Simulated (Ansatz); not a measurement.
Cost and result for the atomization energy of CH6FGeNSi (`N=C[SiH2][GeH2][F]`) (11 atoms, 10 bonds).

```xyz
11

N    -1.9514   -1.1000    0.1358
C    -0.9301   -1.4105   -0.5470
Si    0.5946   -0.3290   -0.8857
Ge    0.8119    1.2479    0.8956
F    -0.8465    1.7313    1.2360
H    -1.8840   -0.1613    0.5360
H    -0.9396   -2.4094   -1.0028
H     1.8233   -1.1651   -0.9680
H     0.4325    0.3919   -2.1767
H     1.5577    2.5504    0.5611
H     1.3315    0.6538    2.2158
```

Charge 0, multiplicity 1. Correlated methods include outer-core shells of Ge, which these sets cover unevenly. Scalar relativity is left out up to krypton. The structure was optimised at the PBE0-D4/def2-TZVP level. It is one conformer, not always the lowest. Program: Ansatz. All runs use 4 threads of an Intel Xeon 6975P-C on a shared host. Times are those of one run each, without the atoms' runs, and a repeat can differ threefold. Electronic energies, without spin–orbit coupling; frozen cores. CCSD(T)/CBS adds CCSD(T) − MP2 in def2-TZVPP to the MP2 limit, and its time is that of the two runs behind it. T1 = 0.013; the RHF reference is unstable towards UHF. With those shells the extrapolation isn't a true limit. B3LYP takes the VWN-RPA correlation (the form of Gaussian; ORCA's B3LYP/G).

CCSD(T)/CBS is a level of theory with its own doubt, some kJ/mol a heavy atom from the limit and from the frozen cores, so smaller differences don't rank the functionals.

```csv
level,functions,wall time,atomization (kcal/mol),difference from CCSD(T)/CBS,per bond
PBE-D4/def2-TZVPP (with forces),267,1.9 s,885.6,12.4,1.2
PBE0-D4/def2-TZVPP,267,2.3 s,866.5,-6.7,-0.7
BHLYP-D4/def2-TZVPP,267,2.3 s,844.1,-29.1,-2.9
r2SCAN-D4/def2-TZVPP (with forces),267,3 s,871.3,-1.9,-0.2
B3LYP-D4/def2-TZVPP (with forces),267,3.5 s,871.7,-1.5,-0.2
B2PLYP/def2-TZVPP,267,4.1 s,861.0,-12.2,-1.2
PBE-QIDH/def2-TZVPP,267,4.2 s,859.5,-13.7,-1.4
ωB97X-V/def2-TZVPP,267,5 s,878.4,5.2,0.5
CCSD(T)/def2-SVP,122,6 s,813.2,-60.0,-6.0
ωB97M-V/def2-TZVPP (with forces),267,7.5 s,871.2,-2.0,-0.2
MP2/def2-QZVPP,510,21 s,871.4,-1.8,-0.2
CCSD(T)/def2-TZVPP,267,70 s,849.7,-23.5,-2.4
CCSD(T)/CBS(def2),–,91 s,873.2,0.0,0.0
```

Leaving LDA and LC-ωPBE aside and taking each functional with its dispersion term where it has one, the values spread over 41.5 kcal/mol, from BHLYP-D4 to PBE-D4. LDA lies +118.7 kcal/mol from PBE without D4, its usual overbinding. In def2-TZVPP, CCSD(T) changes the Hartree–Fock value by +239.1 kcal/mol (the triples alone add +14.6 kcal/mol) and MP2 by +246.8 kcal/mol; breaking electron pairs costs correlation energy, which Hartree–Fock lacks. From BLYP to BHLYP (50 % exact exchange), in def2-TZVPP and without D4, the atomization energy moves by −24.2 kcal/mol: exact exchange takes away binding that semilocal exchange gives to molecules.

For some Ge, Se and Sn compounds the MP2-based and the directly extrapolated limit differ by 10 to 25 kJ/mol.
